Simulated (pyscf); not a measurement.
## H₂Ga–AsH₂ (SMILES [GaH2][AsH2]), singlet

Gas-phase minimum from PySCF at ωB97X-D3(BJ)/def2-SVP, one conformer. 

```xyz
6

Ga    -0.5581     0.7562     0.3136
As     1.4806     0.1706    -0.7894
H     -0.5167     1.2590     1.7987
H     -1.9065     0.7221    -0.4868
H      0.8736    -1.0471    -1.4628
H      2.0093    -0.6076     0.4020
```

Bonded distances (Å): Ga1–As2 2.391, Ga1–H3 1.568, Ga1–H4 1.568, As2–H5 1.518, As2–H6 1.518. Angles (°): As2–Ga1–H3 119.5, As2–Ga1–H4 119.5, H3–Ga1–H4 120.9, Ga1–As2–H5 93.5, Ga1–As2–H6 93.5, H5–As2–H6 94.4.

Properties at ωB97X-D3(BJ)/def2-SVP:

```json
{
  "harmonic_wavenumbers_unscaled": "186, 279, 372, 447, 629, 646, 764, 1016, 1994, 1996, 2264, 2276 cm⁻¹",
  "zero_point_energy": "18.4 kcal/mol",
  "rotational_symmetry_number": "1",
  "Entropy of this conformer at 298 K and 1 atm, rigid rotor and harmonic oscillator, modes under 100 cm⁻¹ raised to 100": "301.8 J/(mol K)",
  "dipole_moment": "0.59 D"
}
```

Single-point totals, which compare only within one level (frozen core for MP2 and CC):

```tsv
level	total energy (hartree)
ωB97X-D3(BJ)/def2-TZVP	-4163.03881
PBE/def2-TZVP	-4162.48494
r²SCAN/def2-TZVP	-4163.10140
B3LYP-D3(BJ)/def2-TZVP	-4163.23011
PBE0-D3(BJ)/def2-TZVP	-4162.59766
M06-2X/def2-TZVP	-4163.11529
ωB97M-D3(BJ)/def2-TZVP	-4163.16344
HF/def2-TZVPP	-4159.77043
MP2/def2-TZVPP	-4160.28106
CCSD/def2-TZVPP	-4160.29861
CCSD(T)/def2-TZVPP	-4160.31829
```

Soft torsions are taken as harmonic, which can shift the entropy by several J/(mol K). The CCSD(T) − MP2 part came from Ansatz, without density fitting, on the same reference. The frozen core leaves the outer d or s,p core shells of the metals and heavy elements correlated in the MP2 and CC values, and def2-TZVPP describes them poorly, so these totals are far from the basis limit. Elements up to Kr have no core potential and no relativistic terms here.
